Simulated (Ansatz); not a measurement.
Reaction (ligand exchange at a Zr–C bond): `[CH3][Zr]([OH])([OH])[OH]` + H–F → `[OH][Zr]([OH])([OH])[F]` + CH₄

Computed with Ansatz on PBE0-D4/def2-TZVP structures; ΔE is electronic, products minus reactants. CBS: MP2 limit from def2 TZ/QZ plus the TZ coupled-cluster correction, frozen cores. This one scheme is used for every species. DFT in def2-TZVPP. Elements past krypton have def2 core potentials. For Zr outer-core shells are correlated without core-valence functions, which leaves a few kJ/mol of doubt a bond. One conformer a species, not always the lowest.

`[CH3][Zr]([OH])([OH])[OH]`:

Z-matrix (Å, degrees):
```
C
Zr 1 2.233
H 1 1.096 2 111.2
H 1 1.096 2 111.2 3 120.0
H 1 1.096 2 111.2 3 -120.0
O 2 1.925 1 105.5 3 -60.1
O 2 1.925 1 105.5 3 179.9
O 2 1.925 1 105.5 3 59.9
H 6 0.952 2 165.7 1 149.8
H 7 0.952 2 165.7 1 149.9
H 8 0.952 2 165.7 1 149.9
```

H–F:

```xyz
2

F     0.078    0.297   -0.343
H    -0.078   -0.297    0.343
```

`[OH][Zr]([OH])([OH])[F]`:

Cartesian coordinates in Å:
```
O 0.508 0.498 1.691
Zr -0.004 0.349 -0.153
O 1.266 -0.722 -1.115
O -1.763 -0.407 -0.299
F -0.029 2.108 -0.924
H 0.885 0.410 2.561
H 1.740 -1.399 -1.587
H -2.603 -0.837 -0.173
```

CH₄:

Cartesian coordinates in Å:
```
C 0.000 0.000 0.000
H 0.925 -0.499 -0.286
H 0.227 0.831 0.667
H -0.652 -0.708 0.510
H -0.500 0.377 -0.892
```

| level | ΔE (kJ/mol) |
| --- | --- |
| PBE-D4 | -227.1 |
| ωB97X-V | -237.3 |
| r2SCANh | -235.9 |
| HF/def2-TZVPP | -246.9 |

Q: What does CCSD(T)/CBS give? (Best estimate.)

A: Computed: -220.7 kJ/mol. The listed levels differ from it by -6.4, -16.6, -15.2, -26.2 kJ/mol.

Largest T1 diagnostic among the species: 0.017.

In def2-TZVPP, CCSD(T) changes the Hartree–Fock value by +24.0 kJ/mol (the triples alone add +1.9 kJ/mol) and MP2 by +23.8 kJ/mol. The D4 term adds +5.7 kJ/mol with B3LYP and +3.3 kJ/mol with PBE0; it sums over pairs of atoms, weighted by their polarisabilities, and B3LYP, whose exchange is more repulsive, gets the larger term. From r2SCAN to r2SCAN0 (25 % exact exchange), in def2-TZVPP and without D4, ΔE moves by +4.4 kJ/mol.

B3LYP here is the variant with VWN-RPA as its local correlation; programs differ in this.
